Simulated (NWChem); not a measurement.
System: GeNH3O, singlet; SMILES [NH2][Ge][OH]

Here is an NWChem input.

```
start job
memory heap 200 mb stack 900 mb global 1100 mb
geometry units angstroms noautoz
  Ge    -0.464844     0.044374     0.000000
  O      0.728120     1.412546     0.000000
  H      1.656075     1.125897     0.000000
  N      0.720325    -1.376384     0.000000
  H      1.734777    -1.329110     0.000000
  H      0.388230    -2.334479     0.000000
end
basis spherical
  * library pcseg-2
end
dft
  xc pbe0
  iterations 150
  mulliken
end
task dft energy
```

Parts of the log:

```
             Northwest Computational Chemistry Package (NWChem) 7.3.0
             --------------------------------------------------------

 CS  symmetry detected

                             Geometry "geometry" -> ""
                             -------------------------

 Output coordinates in angstroms (scale by  1.889725989 to convert to a.u.)

  No.       Tag          Charge          X              Y              Z
 ---- ---------------- ---------- -------------- -------------- --------------
    1 Ge                  32.0000    -0.46029034     0.03313607     0.00000000
    2 O                    8.0000     0.73184470     1.40203044     0.00000000
    3 H                    1.0000     1.65997316     1.11594358     0.00000000
    4 N                    7.0000     0.72573904    -1.38690377     0.00000000
    5 H                    1.0000     1.74016222    -1.33901530     0.00000000
    6 H                    1.0000     0.39422445    -2.34519976     0.00000000

 Effective nuclear repulsion energy (a.u.)     185.9597514821

      Symmetry information
      --------------------

 Group name             Cs
 Group number              2
 Group order               2
 No. of unique centers     6

                                 NWChem DFT Module
                                 -----------------

 Summary of "ao basis" -> "ao basis" (spherical)
 ------------------------------------------------------------------------------
       Tag                 Description            Shells   Functions and Types
 ---------------- ------------------------------  ------  ---------------------
 Ge                         pcseg-2                 15       43   6s5p3d1f
 O                          pcseg-2                 10       30   4s3p2d1f
 H                          pcseg-2                  6       14   3s2p1d
 N                          pcseg-2                 10       30   4s3p2d1f

      Symmetry analysis of basis
      --------------------------

        a'         99
        a"         46

            General Information
            -------------------
          SCF calculation type: DFT
          Wavefunction type:  closed shell.
          No. of atoms     :     6
          No. of electrons :    50
           Alpha electrons :    25
            Beta electrons :    25
          Charge           :     0
          Spin multiplicity:     1
          Use of symmetry is: on ; symmetry adaption is: on
          Maximum number of iterations: 150
          AO basis - number of functions:   145
                     number of shells:    53
          Convergence on energy requested:  1.00D-06
          Convergence on density requested:  1.00D-05
          Convergence on gradient requested:  5.00D-04

              XC Information
              --------------
                         PBE0 Method XC Functional
                     Hartree-Fock (Exact) Exchange  0.250
          PerdewBurkeErnzerhof Exchange Functional  0.750
            Perdew 1991 LDA Correlation Functional  1.000 local
           PerdewBurkeErnz. Correlation Functional  1.000 non-local

             Grid Information
             ----------------
          Grid used for XC integration:  medium
          Radial quadrature: Mura-Knowles
          Angular quadrature: Lebedev.
          Tag              B.-S. Rad. Rad. Pts. Rad. Cut. Ang. Pts.
          ---              ---------- --------- --------- ---------
          Ge                  1.25      112          10.0       590
          O                   0.60       49          11.0       434
          H                   0.35       45          11.0       434
          N                   0.65       49          10.0       434
          Grid pruning is: on
          Number of quadrature shells:   345
          Spatial weights used:  Erf1

      Superposition of Atomic Density Guess
      -------------------------------------

 Sum of atomic energies:       -2205.90580496

      Non-variational initial energy
      ------------------------------

 Total energy =   -2206.613572
 1-e energy   =   -3444.934553
 2-e energy   =    1052.361230
 HOMO         =      -0.294813
 LUMO         =      -0.025215

      Symmetry analysis of molecular orbitals - initial
      -------------------------------------------------

  Numbering of irreducible representations:

     1 a'          2 a"

  Orbital symmetries:

     1 a'          2 a'          3 a'          4 a'          5 a"
     6 a'          7 a'          8 a'          9 a'         10 a'
    11 a"         12 a'         13 a'         14 a'         15 a"
    16 a"         17 a'         18 a'         19 a'         20 a'
    21 a'         22 a"         23 a'         24 a"         25 a'
    26 a"         27 a'         28 a'         29 a'         30 a'
    31 a'         32 a"         33 a'         34 a'         35 a'

     ---------------------------------------------
      Total Density - Mulliken Population Analysis
     ---------------------------------------------

    Atom       Charge   Shell Charges
 -----------   ------   -------------------------------------------------------
    1 Ge  32    31.10   2.00  2.00  1.17  0.79  0.78  1.14  6.00  5.90  0.33  0.67  0.16  9.72  0.35  0.06  0.04
    2 O    8     8.85   2.00  0.65  0.88  0.23  2.15  2.28  0.66  0.00  0.01  0.00
    3 H    1     0.69   0.32  0.25  0.04  0.02  0.06  0.01
    4 N    7     7.79   2.00  0.62  0.70  0.11  1.70  1.99  0.67  0.00  0.00  0.00
    5 H    1     0.79   0.36  0.32  0.04  0.01  0.05  0.01
    6 H    1     0.78   0.36  0.32  0.04  0.01  0.05  0.01

   convergence    iter        energy       DeltaE   RMS-Dens  Diis-err
 ---------------- ----- ----------------- --------- --------- ---------
 d= 0,ls=0.0,diis     1  -2208.4242780928 -2.39D+03  7.61D-03  9.89D-01
 d= 0,ls=0.0,diis     2  -2208.2877715288  1.37D-01  4.56D-03  2.22D+00
 d= 0,ls=0.0,diis     3  -2208.5088027864 -2.21D-01  9.68D-04  8.29D-02
 d= 0,ls=0.0,diis     4  -2208.5137693634 -4.97D-03  5.02D-04  2.12D-02
 d= 0,ls=0.0,diis     5  -2208.5157942105 -2.02D-03  1.41D-04  1.93D-03
  Resetting Diis
 d= 0,ls=0.0,diis     6  -2208.5159888527 -1.95D-04  3.28D-05  4.70D-05
 d= 0,ls=0.0,diis     7  -2208.5159921848 -3.33D-06  7.35D-06  8.51D-07
 d= 0,ls=0.0,diis     8  -2208.5159922334 -4.86D-08  3.26D-06  6.65D-07

         Total DFT energy =    -2208.515992233383
      One electron energy =    -3447.161194792589
           Coulomb energy =     1148.013794888101
    Exchange-Corr. energy =      -95.328343810969
 Nuclear repulsion energy =      185.959751482075

 Numeric. integr. density =       49.999993571624

                  Occupations of the irreducible representations
                  ----------------------------------------------

                     irrep           alpha         beta
                     --------     --------     --------
                     a'               19.0         19.0
                     a"                6.0          6.0

                       DFT Final Molecular Orbital Analysis
                       ------------------------------------

 Vector   23  Occ=2.000000D+00  E=-3.415453D-01  Symmetry=a"
              MO Center=  6.3D-01,  9.7D-01,  4.1D-15, r^2= 1.7D+00
   Bfn.  Coefficient  Atom+Function         Bfn.  Coefficient  Atom+Function
  ----- ------------  ---------------      ----- ------------  ---------------
    50      0.421897  2 O  pz                53      0.366664  2 O  pz
    56      0.223253  2 O  pz                18      0.158538  1 Ge pz
    94      0.124534  4 N  pz                97      0.114554  4 N  pz
    12     -0.099064  1 Ge pz                15      0.078009  1 Ge pz
   100      0.073840  4 N  pz                21      0.045855  1 Ge pz

 Vector   24  Occ=2.000000D+00  E=-2.859516D-01  Symmetry=a"
              MO Center=  6.7D-01, -9.4D-01,  3.1D-14, r^2= 2.0D+00
   Bfn.  Coefficient  Atom+Function         Bfn.  Coefficient  Atom+Function
  ----- ------------  ---------------      ----- ------------  ---------------
    94      0.389193  4 N  pz                97      0.362385  4 N  pz
   100      0.278428  4 N  pz                50     -0.195270  2 O  pz
    53     -0.169965  2 O  pz                56     -0.118078  2 O  pz
    18      0.094857  1 Ge pz                12     -0.059808  1 Ge pz
    23      0.056526  1 Ge d -1              15      0.048445  1 Ge pz

 Vector   25  Occ=2.000000D+00  E=-2.744718D-01  Symmetry=a'
              MO Center= -6.4D-01,  1.7D-02, -3.1D-14, r^2= 2.5D+00
   Bfn.  Coefficient  Atom+Function         Bfn.  Coefficient  Atom+Function
  ----- ------------  ---------------      ----- ------------  ---------------
     6      0.549283  1 Ge s                  5      0.352104  1 Ge s
    16     -0.321787  1 Ge px                 4     -0.216048  1 Ge s
    10      0.189399  1 Ge px                 3     -0.153883  1 Ge s
    13     -0.149404  1 Ge px                19     -0.140594  1 Ge px
    48      0.117200  2 O  px                49      0.116626  2 O  py

 Vector   26  Occ=0.000000D+00  E=-4.613367D-02  Symmetry=a"
              MO Center= -4.7D-01, -2.3D-02,  7.8D-13, r^2= 3.4D+00
   Bfn.  Coefficient  Atom+Function         Bfn.  Coefficient  Atom+Function
  ----- ------------  ---------------      ----- ------------  ---------------
    18      0.540674  1 Ge pz                21      0.529488  1 Ge pz
   100     -0.247697  4 N  pz                12     -0.243085  1 Ge pz
    15      0.188991  1 Ge pz                94     -0.171741  4 N  pz
    56     -0.169220  2 O  pz                50     -0.151227  2 O  pz
    97     -0.151559  4 N  pz                53     -0.124307  2 O  pz

[...]
```

Level: PBE0/pcseg-2. Low-valent species are run as closed-shell singlets; no triplet was tried in these runs. Geometry: optimised at B3LYP/6-31G* (spherical d).
